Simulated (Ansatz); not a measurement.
`ClB[TeH]` + CH₃SH → `CSB[TeH]` + HCl  (ligand exchange at a B–Cl bond)

Computed with Ansatz on PBE0-D4/def2-TZVP structures; ΔE is electronic, products minus reactants. CBS: MP2 limit from def2 TZ/QZ plus the TZ coupled-cluster correction, frozen cores. This one scheme is used for every species. Functionals use def2-TZVPP. Elements past krypton have def2 core potentials. For Te outer-core shells are correlated without core-valence functions, which leaves a few kJ/mol of doubt a bond. One conformer a species, not always the lowest.

Is it downhill or uphill in electronic energy at CCSD(T)/CBS, and by how much? (Estimate.)

The calculation gave: Downhill: ΔE = -0.08 eV.

What do these levels give: BLYP-D4, B97M-V, PBE0-D4, BLYP, r2SCANh, HF/def2-TZVPP? (An estimate is asked.)

Computed: BLYP-D4 -0.07, B97M-V -0.06, PBE0-D4 -0.08, BLYP 0.01, r2SCANh -0.06, HF/def2-TZVPP 0.08 eV.

Largest T1 diagnostic among the species: 0.014.

Leaving LDA and LC-ωPBE aside and taking each functional with its dispersion term where it has one, the values, not all of them listed here, spread over 0.08 eV, from revPBE-D4 to B2PLYP. LDA lies −0.06 eV from PBE without D4. In def2-TZVPP, CCSD(T) changes the Hartree–Fock value by −0.15 eV (the triples alone add −0.03 eV) and MP2 by −0.17 eV. At CCSD(T), def2-SVP lies +0.06 eV from the extrapolated value and def2-TZVPP +0.01 eV.
